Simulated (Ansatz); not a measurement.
Mulliken charges of CH3F3NTa (`C[N]=[Ta]([F])([F])[F]`) from PBE/def2-TZVPP in Ansatz (PBE0-D4/def2-TZVP geometry).

| atom | x (Å) | y (Å) | z (Å) | charge (e) |
| --- | --- | --- | --- | --- |
| C1 | 0.224 | -1.321 | 0.932 | -0.149 |
| N2 | 0.038 | -0.174 | 0.118 | -0.335 |
| Ta3 | -0.193 | 1.242 | -0.887 | 1.056 |
| F4 | -1.516 | 0.832 | -2.160 | -0.292 |
| F5 | 1.449 | 1.631 | -1.716 | -0.292 |
| F6 | -0.740 | 2.653 | 0.230 | -0.292 |
| H7 | 1.258 | -1.678 | 0.872 | 0.101 |
| H8 | -0.434 | -2.136 | 0.614 | 0.101 |
| H9 | 0.003 | -1.096 | 1.980 | 0.101 |

Q: By hand: the dipole of these point charges (1 e Å = 4.8032 D).

A: Σ q r = (0.069, -0.423, 0.300) e Å, of length 0.523 e Å = 2.51 D.

Q: How does the dipole of the full density compare? (Best estimate.)

A: The calculation gave: (0.032, -0.198, 0.140) e Å, 1.17 D; the point charges give 2.15 times that, at 0° from its direction.

Point charges leave out the atoms' own dipoles, such as those of lone pairs, and Mulliken's split depends on the basis, so the two needn't agree.
